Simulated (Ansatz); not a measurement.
Relaxation of the cluster Ta2O7H4 (charge 0, singlet) with RKS PBE-D4/def2-SVP in Ansatz.

Positions (Å) and forces (eV/Å) at steps 25, 26 of 26:

```xyz
13
step=25 energy=-17482.5752 eV
Ta    0.555    1.336   -0.147   -0.002   -0.015   -0.012
Ta   -1.396   -1.161   -0.406    0.011    0.010   -0.006
O     0.327    1.601    1.566   -0.001    0.002    0.002
O    -1.228    0.759   -0.677    0.000    0.007    0.003
O     1.132    2.945   -1.018   -0.006   -0.026    0.002
O     1.074   -0.509   -0.935    0.000    0.004    0.003
O    -0.204   -1.777    1.033    0.020    0.011   -0.031
O    -3.018   -1.512    0.101   -0.012   -0.003    0.004
O     1.920   -0.371    0.278    0.002    0.005   -0.003
H     1.263    3.840   -0.658    0.005    0.023    0.004
H     1.393   -0.984    0.895   -0.003   -0.001    0.003
H    -1.288   -2.093   -1.934    0.002   -0.003    0.000
H    -0.531   -2.076    1.902   -0.015   -0.014    0.033
13
step=26 energy=-17482.5752 eV
Ta    0.555    1.336   -0.146    0.004    0.009   -0.005
Ta   -1.396   -1.160   -0.407    0.003   -0.011    0.002
O     0.328    1.602    1.566    0.000   -0.001    0.003
O    -1.230    0.760   -0.675    0.003    0.006   -0.003
O     1.131    2.943   -1.018    0.001    0.012    0.011
O     1.075   -0.509   -0.935   -0.004    0.000   -0.001
O    -0.204   -1.777    1.033   -0.004   -0.005    0.018
O    -3.018   -1.512    0.100   -0.005   -0.001    0.002
O     1.920   -0.370    0.279   -0.002    0.001    0.000
H     1.264    3.840   -0.660   -0.001   -0.014   -0.008
H     1.392   -0.983    0.895    0.000    0.000    0.000
H    -1.287   -2.092   -1.934    0.001    0.000    0.000
H    -0.531   -2.079    1.902    0.004    0.005   -0.019
```

In the def2 sets Ta takes a core potential; there is no spin–orbit coupling. The structure holds one bond between oxygen atoms, so isomers without such links may lie far lower. The relaxation made no stability test and no search for a lower SCF solution. The structure comes from a short search, and lower isomers may exist.
